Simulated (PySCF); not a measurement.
Species: C₅H₈O₂.
SMILES: `C1C(COC=O)C1`

A PySCF run (density fitting, gas phase, GFN2-xTB geometry) gave HOMO -9.27 eV, LUMO -2.16 eV, dipole 2.20 D and E = -353.612 Eh.

Question: Which of these levels was it?
A. PBE0/MINI
B. WP04/6-31++G**
C. B3LYP/def2-SVPD
D. BLYP/pcSseg-1

Answer: B. It is WP04/6-31++G**. All candidates on this geometry:

```tsv
level and settings	kind	basis functions	SCF cycles	E (Eh)	HOMO (eV)	LUMO (eV)	dipole (D)
BLYP/pcSseg-1, grid level 4, energy threshold 1e-11 Eh	GGA	159	13	-345.6130	-6.35	-0.75	2.05
WP04/6-31++G**	global hybrid fitted to proton shifts	174	15	-353.6118	-9.27	-2.16	2.20
B3LYP/def2-SVPD	global hybrid	210	15	-345.5367	-8.02	-0.24	2.17
PBE0/MINI, damping 0.3 at the start, DIIS from the seventh cycle	global hybrid	43	16	-342.6462	-8.97	-0.90	1.64
```

The nearest other candidate, by the summed differences of HOMO and LUMO, is PBE0/MINI: its HOMO differs by +0.30 eV and its LUMO by +1.26 eV. Cycle counts include a coarse-grid stage where the run had one. All basis functions are spherical, in the Pople sets too. WP04 was designed for NMR shieldings or shifts; total energies of different functionals aren't comparable.

Conformer computed: `[O:1]=[CH:2][O:3][CH2:4][CH:5]1[CH2:6][CH2:7]1`: O1–C2–O3–C4 -1°, C2–O3–C4–C5 -81°, O3–C4–C5–C6 -148°.
